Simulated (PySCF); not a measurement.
Gas-phase reaction: ZnCl2 + 4 O + 2 H2 = Zn(OH)2 + 2 HOCl

Energies from PySCF, thermal terms from the rigid-rotor harmonic-oscillator model, ideal gas at 1 bar. † marks an energy on the PBE0/def2-TZVP geometry and frequencies; other levels use their own. CCSD(T) freezes the core. 6-31G* has spherical d functions here. Open shells (unrestricted): O (multiplicity 3, electronic degeneracy 9); the rest are closed-shell singlets. Spin-orbit splitting is ignored; it lowers the true energy and changes the entropy of O. B3LYP is the form with VWN-RPA correlation. Zn: all electrons, no relativistic terms. No R ln 2 is added for the mirror-image form of Zn(OH)2. Zn(OH)2: computed as isolated molecules; such fragments, hydroxides, amides, oligomers or adducts are transient or little studied in the gas. CCSD(T) isn't extrapolated to the basis-set limit; its ΔH°(298 K) is -1028.1 kJ in def2-SVP and -1191.9 kJ in def2-TZVPP. The harmonic model lacks anharmonicity and excited electronic states, which grow with temperature; levels with a mode under 35 cm⁻¹ are left out. Soft modes under 120 cm⁻¹ make the harmonic entropy rough for ZnCl2.

```tsv
level	ΔE electronic, kJ	ΔH°(298 K), kJ	ΔS°(298 K), J/K	ΔG°(600 K), kJ
B3LYP/6-31G*	-1231	-1176	-429	-913
CCSD(T)/def2-TZVPP†	-1250	-1192	-426	-931
HF/def2-TZVP†	-362	-304	-426	-43
PBE/def2-TZVP†	-1453	-1395	-426	-1133
PBE0/def2-SVP†	-1240	-1182	-426	-920
LDA/def2-TZVP†	-1839	-1781	-426	-1519
ωB97X-V/def2-TZVP†	-1301	-1242	-426	-981
```
ΔH° is lowest at LDA/def2-TZVP† and highest at HF/def2-TZVP†. No reference value is set beside these.
